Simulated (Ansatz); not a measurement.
## Molecular dynamics of HC$_{16}$, charge +1

Input:

```yaml
accuracy: low
crystal:
  lattice:
    - [0.0, 3.57, 3.57]
    - [3.57, 0.0, 3.57]
    - [3.57, 3.57, 0.0]
  atoms:
    - { symbol: C, position: [-0.00488684, -0.00500862, 0.01235611] }
    - { symbol: C, position: [0.12278305, 0.11150145, 0.13695821] }
    - { symbol: C, position: [0.00989579, -0.00471733, 0.50876196] }
    - { symbol: C, position: [0.12275579, 0.10676178, 0.64418237] }
    - { symbol: C, position: [-0.00252619, 0.48162245, 0.00337863] }
    - { symbol: C, position: [0.12628144, 0.6333363, 0.11180932] }
    - { symbol: C, position: [0.00164676, 0.49273037, 0.48555257] }
    - { symbol: C, position: [0.11786912, 0.62102573, 0.62429753] }
    - { symbol: C, position: [0.50045707, -0.01358903, 0.00533663] }
    - { symbol: C, position: [0.6518335, 0.10414085, 0.10715193] }
    - { symbol: C, position: [0.48942711, -0.01149041, 0.52580876] }
    - { symbol: C, position: [0.63475542, 0.11782133, 0.62048527] }
    - { symbol: C, position: [0.50855588, 0.50687956, -0.01461806] }
    - { symbol: C, position: [0.62714424, 0.61417882, 0.11839726] }
    - { symbol: C, position: [0.50257396, 0.51496457, 0.48086951] }
    - { symbol: C, position: [0.63017007, 0.62481213, 0.60711518] }
    - { symbol: H, position: [0.45612054, 1.23707734, 0.30736614] }
total_charge: 1
basis:
  ecutwfc: 420.0
kpoints:
  mp_grid: { grid: [2, 2, 2] }
hamiltonian:
  xc: lda
  pseudopotentials: { kind: paw, azcp: { folder: soft_1 } }
scf:
  occupations: { method: fermi_dirac, width: 0.05 }
  lower_state_search: "off"
md:
  timestep: 0.5
  n_steps: 300
  ensemble: nvt_langevin
  temperature: 840.0
  initial_velocities: maxwell_boltzmann
  seed: 190887
  friction: 0.01
```

Launched with:

```bash
$ ansatz run input.yaml --threads 1 --pin off --max-ram 3072MiB --backend cpu --events-out ev --progress --plain --runs-dir out
```

It goes on from the last frame of an earlier run, with new velocities.

Output, in part (step lines):

```
md step     0: t =     0.00 fs  T =   790.6 K  F+E_penalty+E_count = -3911.34093666 eV  E_kin = 1.737254 eV  (9 SCF iters)
md step     1: t =     0.50 fs  T =   784.9 K  F+E_penalty+E_count = -3911.29778320 eV  E_kin = 1.724713 eV  (6 SCF iters)
md step     2: t =     1.00 fs  T =   753.7 K  F+E_penalty+E_count = -3911.25366471 eV  E_kin = 1.656190 eV  (6 SCF iters)
md step     3: t =     1.50 fs  T =   732.9 K  F+E_penalty+E_count = -3911.20752954 eV  E_kin = 1.610538 eV  (6 SCF iters)
md step     4: t =     2.00 fs  T =   739.8 K  F+E_penalty+E_count = -3911.15920378 eV  E_kin = 1.625702 eV  (6 SCF iters)
md step     5: t =     2.50 fs  T =   713.2 K  F+E_penalty+E_count = -3911.11094386 eV  E_kin = 1.567111 eV  (4 SCF iters)
md step     6: t =     3.00 fs  T =   664.1 K  F+E_penalty+E_count = -3911.06659192 eV  E_kin = 1.459305 eV  (4 SCF iters)
md step     7: t =     3.50 fs  T =   647.9 K  F+E_penalty+E_count = -3911.03167098 eV  E_kin = 1.423709 eV  (4 SCF iters)
[... lines left out ...]
md step   299: t =   149.50 fs  T =   643.8 K  F+E_penalty+E_count = -3910.64287619 eV  E_kin = 1.414685 eV  (4 SCF iters)
md step   300: t =   150.00 fs  T =   670.5 K  F+E_penalty+E_count = -3910.72283838 eV  E_kin = 1.473479 eV  (6 SCF iters)
```

The steps, from the saved trajectory:

```
time (fs)  T (K)  potential energy less start (eV)
      0.0    791                             0.000
      5.0    663                             0.323
     10.0    741                             0.016
     15.0    647                             0.456
     20.0    567                             0.493
     25.0    791                             0.169
     30.0    696                             0.588
     35.0    791                             0.550
     40.0    851                             0.391
     45.0    835                             0.552
     50.0    739                             0.731
     55.0    585                             0.947
     60.0    715                             0.504
     65.0    750                             0.372
     70.0    841                             0.137
     75.0    864                             0.281
     80.0    687                             0.773
     85.0    740                             0.558
     90.0    883                             0.277
     95.0    772                             0.411
    100.0    803                             0.350
    105.0    705                             0.526
    110.0    766                             0.221
    115.0    679                             0.323
    120.0    653                             0.441
    125.0    765                             0.224
    130.0    779                             0.195
    135.0    683                             0.269
    140.0    894                            -0.032
    145.0    617                             0.491
    150.0    671                             0.618
```

All steps were run. The mean temperature of the second half is 12 % below the set value. A run of 0.15 ps of so small a system gives no equilibrium averages. Limits of this set-up: coarse k mesh, PAW files made for another functional, low accuracy level, charged cell in a uniform background, uncorrected.

Mean squared displacements from the first frame to the last, about the centre of mass: C 0.01 Å², H 3.15 Å².

Last frame:

```xyz
17
Lattice="0.0000 3.5700 3.5700 3.5700 0.0000 3.5700 3.5700 3.5700 0.0000" Properties=species:S:1:pos:R:3
C 0.077 -0.215 -0.179
C 0.986 0.633 0.727
C 1.909 1.527 -0.157
C 2.880 2.403 0.737
C 1.866 -0.298 1.636
C 2.688 0.664 2.499
C 3.653 1.623 1.621
C 4.580 2.458 2.500
C 0.045 1.502 1.561
C 0.904 2.391 2.477
C 1.818 3.337 1.464
C 2.733 4.221 2.437
C 1.876 1.618 3.400
C 2.828 2.418 4.190
C 3.654 3.361 3.295
C 4.462 4.228 4.172
H 4.256 3.460 5.250
```

Run time: 3.4 min on 1 thread of AMD EPYC 7R13 Processor (Zen 3), on a shared host, peak memory 0.42 GiB.
